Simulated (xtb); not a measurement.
InF3, SMILES [F][In]([F])[F]. All values are semi-empirical tight-binding results from xtb (GFN2-xTB unless named), good for trends rather than for accurate numbers. Geometry: GFN2-xTB. The isomer is the one that the SMILES or the coordinates give; other isomers of the formula were not compared.

Optimised geometry:

```xyz
4

In     0.0000     0.0000     0.0000
F     -1.9641     0.0000     0.0000
F      0.9820     1.7009     0.0000
F      0.9820    -1.7009     0.0000
```

For metal compounds this method's bond lengths and energies can be far off.

- point group as xtb finds it = D3h
- orbital gap = 2.63 eV
- zero-point energy = 1.8 kcal/mol
- G − E(el) at 298.15 K (modified RRHO) = -17.2 kcal/mol

Task: Give the atomic charges and the Wiberg bond orders between heavy atoms. (The exact figures need the calculation; the answer reports its results.)

Result: charges (e) In1 0.56, F2 -0.19, F3 -0.19, F4 -0.19. Bond orders In1–F2 0.95, In1–F3 0.95, In1–F4 0.95.
